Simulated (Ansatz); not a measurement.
Cost and result up the ladder for P3Se (4 atoms). Charge 0, multiplicity 2. Geometry: PBE-D4/def2-SVP.

Cartesian coordinates in Å:
```
P 0.9145 0.9440 -0.7362
P -1.0585 -0.8524 0.6500
P -0.5624 -0.4645 -1.4024
Se 0.7063 0.3729 1.4886
```

Ansatz on 4 threads of Arm Neoverse V2 on a shared host. Times are rough, and most runs start from the orbitals of an earlier one. PBE0-D4/def2-TZVP serves as the yardstick here, not as an exact answer. Binding counts from free atoms at the same level (P quartet, Se triplet; other spins of the atoms weren't run), without zero-point energy or a counterpoise term.

Correlated methods freeze 24 core orbitals; core or outer-core shells of Se are correlated, in sets that lack core-valence functions. In CCSD on the charge 0 doublet the largest single amplitude is 0.21, so its Hartree–Fock determinant may place the open shell otherwise than the density functionals do. Another isomer (doublet) lies 0.44 eV lower at PBE0-D4/def2-TZVP; other spin states weren't run for this one.

Run but left out: PBE-QIDH/def2-TZVP (⟨S²⟩ 1.04, where a pure state has 0.75).

Correlated methods converge slowly with the basis.

```csv
level,functions,binding energy per atom (eV),difference from PBE0-D4/def2-TZVP (eV),remarks
ωB97X-V/def2-TZVP,159,2.61,-0.01,spin-contaminated (⟨S²⟩ 0.87)
PBE-D4/def2-TZVP (with forces),159,2.83,0.21,–
CCSD(T)/def2-TZVP,159,2.26,-0.36,spin-contaminated (⟨S²⟩ 1.24)
r2SCAN-D4/def2-TZVP,159,2.60,-0.01,–
PBE0-D4/def2-TZVP,159,2.62,0.00,–
```

(1) Estimate how long each takes.

Answers

(1) PBE-D4/def2-TZVP (with forces) 2.4 s; PBE0-D4/def2-TZVP 3.6 s; r2SCAN-D4/def2-TZVP 5.5 s; ωB97X-V/def2-TZVP 8.5 s; CCSD(T)/def2-TZVP 68 s. On shared hardware such times vary by a factor of up to 3.
